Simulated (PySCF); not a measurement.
Species: Ti(NMeEt)(NMe2)3, C9H26N4Ti (singlet state).
Bonds: Ti1–N2, Ti1–N14, Ti1–N23, Ti1–N32, N2–C3, N2–C4, C4–C5, N14–C15, N14–C16, N23–C24, N23–C25, N32–C33, N32–C34. Hydrogens: H6, H7, H8 on C3; H9, H10 on C4; H11, H12, H13 on C5; H17, H18, H19 on C15; H20, H21, H22 on C16; H26, H27, H28 on C24; H29, H30, H31 on C25; H35, H36, H37 on C33; H38, H39, H40 on C34.

Method: PBE0-D3(BJ)/def2-SVP geometry optimisation, gas phase in PySCF 2.14.0; density fitting, grid level 1; the optimiser is geomeTRIC in internal coordinates, started from a GFN2-xTB structure with every atom displaced at random (about 0.03 Å).

The end geometry, which sets the zero of energy:
```
atom  x, y, z in Å
Ti1    -0.0966   -0.1546   -0.2901
N2     -0.0101   -0.2557    1.6037
C3     -1.2135   -0.5982    2.3166
C4      1.1490   -0.0217    2.4314
C5      1.1238    1.3066    3.1801
H6     -1.0694   -1.4856    2.9668
H7     -1.5862    0.2203    2.9642
H8     -2.0217   -0.8404    1.6062
H9      1.2619   -0.8508    3.1622
H10     2.0449   -0.0583    1.7905
H11     2.0341    1.4345    3.7866
H12     1.0611    2.1463    2.4702
H13     0.2607    1.3770    3.8601
N14     1.6685   -0.1847   -0.9930
C15     2.3420   -1.2645   -1.6546
C16     2.4478    1.0215   -0.9102
H17     2.6229   -1.0047   -2.6966
H18     1.6999   -2.1566   -1.7006
H19     3.2797   -1.5506   -1.1347
H20     1.8704    1.8255   -0.4240
H21     3.3783    0.8785   -0.3227
H22     2.7525    1.3919   -1.9111
N23    -0.9398    1.4722   -0.7812
C24    -1.6752    2.3883    0.0418
C25    -0.8023    1.8959   -2.1490
H26    -1.1986    3.3904    0.0765
H27    -1.7383    2.0173    1.0752
H28    -2.7100    2.5411   -0.3281
H29    -0.1950    1.1742   -2.7212
H30    -1.7827    1.9832   -2.6614
H31    -0.3052    2.8847   -2.2318
N32    -1.1066   -1.6194   -0.9521
C33    -2.2046   -1.6113   -1.8750
C34    -0.7857   -2.9229   -0.4364
H35    -2.0027   -2.2372   -2.7687
H36    -2.4129   -0.5880   -2.2206
H37    -3.1359   -2.0042   -1.4160
H38     0.0371   -2.8602    0.2960
H39    -1.6485   -3.3933    0.0793
H40    -0.4652   -3.6232   -1.2354
```

**Question.** These geometries come from the run, each turned onto the end geometry. Order them by energy, lowest first.
A.
```
atom  x, y, z in Å
Ti1    -0.0661   -0.2117   -0.3145
N2     -0.2134   -0.1577    1.5799
C3     -1.5027   -0.3995    2.2103
C4      0.9321   -0.2388    2.4927
C5      1.1117    1.0133    3.3361
H6     -1.5281   -1.3839    2.7158
H7     -1.7183    0.3489    2.9944
H8     -2.2923   -0.3506    1.4484
H9      0.7546   -1.1017    3.1640
H10     1.8161   -0.4363    1.8783
H11     1.9905    0.9371    3.9994
H12     1.2402    1.9127    2.7113
H13     0.2417    1.1941    3.9785
N14     1.7332   -0.0961   -0.8705
C15     2.3684   -0.8207   -1.9624
C16     2.4059    1.1836   -0.6349
H17     2.3840   -0.2018   -2.8787
H18     1.8206   -1.7494   -2.1691
H19     3.4204   -1.0548   -1.7169
H20     1.8791    1.7503    0.1440
H21     3.4549    0.9823   -0.3573
H22     2.4420    1.7533   -1.5812
N23    -1.0126    1.3237   -0.9879
C24    -1.3083    2.4896   -0.2117
C25    -0.8425    1.6108   -2.3695
H26    -0.5207    3.2729   -0.2996
H27    -1.3967    2.2293    0.8473
H28    -2.2592    2.9613   -0.5327
H29    -0.6093    0.6999   -2.9453
H30    -1.7701    2.0426   -2.8414
H31    -0.0641    2.3845   -2.5688
N32    -0.9170   -1.7509   -1.0704
C33    -2.2923   -1.7994   -1.4912
C34    -0.5141   -2.9543   -0.3594
H35    -2.4747   -2.5833   -2.2584
H36    -2.5878   -0.8385   -1.9380
H37    -2.9857   -2.0104   -0.6508
H38     0.5134   -2.8647    0.0310
H39    -1.2202   -3.2197    0.4481
H40    -0.4850   -3.8029   -1.0757
```
B.
```
atom  x, y, z in Å
Ti1    -0.0974   -0.1583   -0.3125
N2     -0.0427   -0.2037    1.5808
C3     -1.3081   -0.4637    2.2270
C4      1.0833   -0.0832    2.4761
C5      1.0717    1.1781    3.3300
H6     -1.2648   -1.3676    2.8680
H7     -1.6456    0.3734    2.8678
H8     -2.0920   -0.6310    1.4704
H9      1.1285   -0.9727    3.1398
H10     2.0008   -0.1038    1.8708
H11     1.9551    1.2150    3.9867
H12     1.0782    2.0784    2.6948
H13     0.1815    1.2318    3.9749
N14     1.6806   -0.1767   -0.9690
C15     2.3515   -1.0703   -1.8696
C16     2.4131    1.0258   -0.6714
H17     2.5410   -0.6030   -2.8581
H18     1.7446   -1.9713   -2.0384
H19     3.3370   -1.3868   -1.4727
H20     1.8811    1.6154    0.0966
H21     3.4212    0.8152   -0.2616
H22     2.5486    1.6857   -1.5528
N23    -0.9741    1.4329   -0.8539
C24    -1.4668    2.5418   -0.0947
C25    -0.8851    1.6736   -2.2705
H26    -0.8079    3.4336   -0.1691
H27    -1.5414    2.2769    0.9703
H28    -2.4721    2.8615   -0.4368
H29    -0.6163    0.7473   -2.8068
H30    -1.8532    2.0192   -2.6859
H31    -0.1296    2.4447   -2.5313
N32    -1.0479   -1.6592   -0.9862
C33    -2.2936   -1.7220   -1.6926
C34    -0.6031   -2.9263   -0.4675
H35    -2.2524   -2.4403   -2.5370
H36    -2.5564   -0.7362   -2.1042
H37    -3.1342   -2.0444   -1.0423
H38     0.4068   -2.8409   -0.0309
H39    -1.2694   -3.3331    0.3219
H40    -0.5430   -3.6925   -1.2672
```
C.
```
atom  x, y, z in Å
Ti1    -0.0889   -0.1539   -0.2889
N2     -0.0265   -0.2421    1.6070
C3     -1.2201   -0.6181    2.3202
C4      1.1328   -0.0055    2.4350
C5      1.0954    1.3150    3.1965
H6     -1.0557   -1.5123    2.9559
H7     -1.6011    0.1840    2.9831
H8     -2.0270   -0.8613    1.6100
H9      1.2538   -0.8406    3.1574
H10     2.0285   -0.0280    1.7934
H11     2.0017    1.4435    3.8089
H12     1.0301    2.1616    2.4950
H13     0.2282    1.3726    3.8724
N14     1.6734   -0.1948   -1.0015
C15     2.3423   -1.2617   -1.6883
C16     2.4530    1.0080   -0.8898
H17     2.6128   -0.9827   -2.7280
H18     1.7010   -2.1537   -1.7436
H19     3.2852   -1.5548   -1.1823
H20     1.8713    1.8015   -0.3900
H21     3.3797    0.8594   -0.2977
H22     2.7606    1.4046   -1.8798
N23    -0.9282    1.4716   -0.7874
C24    -1.6442    2.4096    0.0278
C25    -0.7977    1.8693   -2.1635
H26    -1.1461    3.4014    0.0560
H27    -1.7163    2.0462    1.0631
H28    -2.6745    2.5819   -0.3455
H29    -0.2013    1.1308   -2.7257
H30    -1.7813    1.9583   -2.6691
H31    -0.2893    2.8502   -2.2705
N32    -1.1094   -1.6106   -0.9490
C33    -2.2352   -1.6056   -1.8375
C34    -0.7553   -2.9139   -0.4561
H35    -2.0615   -2.2370   -2.7332
H36    -2.4510   -0.5840   -2.1828
H37    -3.1527   -1.9939   -1.3480
H38     0.0739   -2.8443    0.2692
H39    -1.6010   -3.4080    0.0663
H40    -0.4317   -3.5995   -1.2664
```
D.
```
atom  x, y, z in Å
Ti1    -0.1044   -0.1648   -0.2798
N2     -0.0727   -0.2384    1.6181
C3     -1.3061   -0.5388    2.2955
C4      1.0699   -0.0474    2.4782
C5      1.1163    1.3149    3.1639
H6     -1.1976   -1.3949    2.9924
H7     -1.7031    0.3126    2.8852
H8     -2.0870   -0.8102    1.5651
H9      1.0940   -0.8441    3.2521
H10     1.9892   -0.1862    1.8840
H11     2.0091    1.4066    3.8021
H12     1.1432    2.1216    2.4149
H13     0.2319    1.4784    3.7993
N14     1.6625   -0.1907   -0.9799
C15     2.3089   -1.1557   -1.8192
C16     2.4663    0.9685   -0.7067
H17     2.6179   -0.7204   -2.7931
H18     1.6362   -1.9987   -2.0361
H19     3.2275   -1.5712   -1.3539
H20     1.9150    1.6950   -0.0849
H21     3.3973    0.7138   -0.1588
H22     2.7705    1.5012   -1.6321
N23    -0.9391    1.4572   -0.7995
C24    -1.5344    2.4824    0.0086
C25    -0.8729    1.7783   -2.2001
H26    -0.9893    3.4459   -0.0748
H27    -1.5294    2.1885    1.0686
H28    -2.5846    2.6853   -0.2840
H29    -0.4330    0.9439   -2.7730
H30    -1.8782    1.9759   -2.6254
H31    -0.2507    2.6737   -2.4060
N32    -1.0932   -1.6404   -0.9392
C33    -2.2625   -1.6826   -1.7685
C34    -0.6286   -2.9278   -0.5006
H35    -2.0817   -2.2272   -2.7183
H36    -2.5935   -0.6643   -2.0186
H37    -3.1093   -2.1943   -1.2653
H38     0.2934   -2.8281    0.0983
H39    -1.3720   -3.4526    0.1351
H40    -0.3981   -3.6018   -1.3509
```
E.
```
atom  x, y, z in Å
Ti1    -0.0959   -0.1675   -0.2837
N2     -0.0334   -0.2364    1.6124
C3     -1.2434   -0.5827    2.3159
C4      1.1120    0.0113    2.4566
C5      1.0676    1.3449    3.1935
H6     -1.1031   -1.4742    2.9613
H7     -1.6127    0.2328    2.9681
H8     -2.0460   -0.8164    1.5983
H9      1.2138   -0.8110    3.1960
H10     2.0174   -0.0263    1.8312
H11     1.9612    1.4776    3.8237
H12     1.0250    2.1810    2.4775
H13     0.1875    1.4213    3.8503
N14     1.6719   -0.2091   -0.9851
C15     2.3059   -1.2262   -1.7752
C16     2.4906    0.9538   -0.7701
H17     2.6094   -0.8443   -2.7719
H18     1.6248   -2.0739   -1.9398
H19     3.2245   -1.6178   -1.2918
H20     1.9250    1.7316   -0.2289
H21     3.3966    0.7291   -0.1699
H22     2.8348    1.4037   -1.7242
N23    -0.9313    1.4562   -0.7907
C24    -1.5739    2.4483    0.0201
C25    -0.8438    1.8083   -2.1841
H26    -1.0507    3.4268   -0.0272
H27    -1.5934    2.1336    1.0733
H28    -2.6204    2.6339   -0.2996
H29    -0.3123    1.0260   -2.7511
H30    -1.8456    1.9314   -2.6441
H31    -0.2993    2.7636   -2.3359
N32    -1.1182   -1.6168   -0.9564
C33    -2.2760   -1.6453   -1.8000
C34    -0.6795   -2.9110   -0.5113
H35    -2.0939   -2.1971   -2.7454
H36    -2.5854   -0.6226   -2.0619
H37    -3.1378   -2.1393   -1.3051
H38     0.1820   -2.8124    0.1731
H39    -1.4696   -3.4580    0.0443
H40    -0.3569   -3.5635   -1.3492
```

**Answer.** C (0.002 eV), E (0.014 eV), D (0.031 eV), B (0.079 eV), A (0.376 eV).

In the order of the answer:

| step | E above end (eV) | largest force (eV/Å) | rms force component (eV/Å) | rms distance from end (Å) | rms bond change (Å) | bond most changed (Å) |
| --- | --- | --- | --- | --- | --- | --- |
| 21 | 0.002 | 0.05 | 0.011 | 0.040 | 0.000 | Ti1–N32 -0.001 |
| 15 | 0.014 | 0.10 | 0.022 | 0.138 | 0.001 | Ti1–N14 +0.002 |
| 12 | 0.031 | 0.12 | 0.025 | 0.204 | 0.001 | Ti1–N32 -0.004 |
| 7 | 0.079 | 0.18 | 0.042 | 0.315 | 0.002 | Ti1–N14 -0.005 |
| 1 | 0.376 | 1.27 | 0.292 | 0.498 | 0.011 | Ti1–N23 +0.028 |

What follows is the cost of the whole optimisation. On Intel Xeon Platinum 8375C at 2.90 GHz, 2 threads, no GPU, on a shared host, this took 29 min wall, 64 min CPU and 3.7 GiB of memory at its peak.
